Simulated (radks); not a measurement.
Values are calculated unless marked as measured or tabulated.
Correlation energies from several functionals, in hartree. Species: Ca [Ar] 4s2; Tc [Kr] 4d5 5s2; Sb3+ [Kr] 4d10 5s2; Zn [Ar] 3d10 4s2. Level of theory: non-relativistic Kohn-Sham, PBE, spin-polarised, spherical densities, point nucleus (a radial shooting solver on a logarithmic mesh with Libxc functionals). Every spin shell is full or empty, so the densities are truly spherical. Functionals are evaluated on that one density, not self-consistently.

| functional | Ca | Tc | Sb3+ | Zn |
|---|---|---|---|---|
| PW92 | -1.5764 | -3.9374 | -4.7277 | -2.6529 |
| VWN5 | -1.5834 | -3.9554 | -4.7484 | -2.6653 |
| PZ | -1.5739 | -3.9298 | -4.7265 | -2.6488 |
| LYP | -0.83229 | -2.0792 | -2.4954 | -1.4303 |
| P86 | -0.88923 | -2.4447 | -2.9733 | -1.5954 |
| PW91 | -0.84681 | -2.3253 | -2.8380 | -1.5212 |
| revTPSS | -0.79925 | -2.1790 | -2.6548 | -1.4296 |
| r2SCAN | -0.78040 | -2.1775 | -2.6337 | -1.4339 |
| Tao-Mo | -0.71722 | -2.0637 | -2.5366 | -1.3362 |
